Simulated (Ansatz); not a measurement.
```xyz
2

Cu   -0.0058   -0.0076   -0.0522
H     0.0009   -0.0056    1.4187
```

Basis set: 6-31G* (spherical functions). Left uncorrelated: 5 orbitals. Charge 0, multiplicity 1.

Computed with Ansatz (development build ahead of 0.2.0); each method stands on the lowest determinant of its kind that the runs found. Restricted open shells among the atoms or ions are ROHF, correlated in semicanonical orbitals with singles.

The atomization energy at this shape (free ground-state atoms in the same class of orbitals less the molecule, no zero-point energy) of singlet CuH:

```
 method  atomization energy
RHF-MP2        243.7 kJ/mol
```

(1) What does RHF give?

Results:

(1) -5.3 kJ/mol.
